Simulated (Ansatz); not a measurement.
Q: Predict a relaxed structure of [In(CN)H3]- (CH₃InN⁻), charge -1, singlet, at r2SCAN-D4/def2-TZVPD (Ansatz).

A: 
```xyz
6

In   -0.627    0.012   -0.325
C     1.356   -0.027    0.706
N     2.389   -0.045    1.237
H    -0.805    1.655   -0.926
H    -1.804   -0.407    0.912
H    -0.509   -1.187   -1.605
```
Point group C3v (tolerance 0.1 Å). This is one stationary point.

In the def2 sets In takes a core potential; there is no spin–orbit coupling.
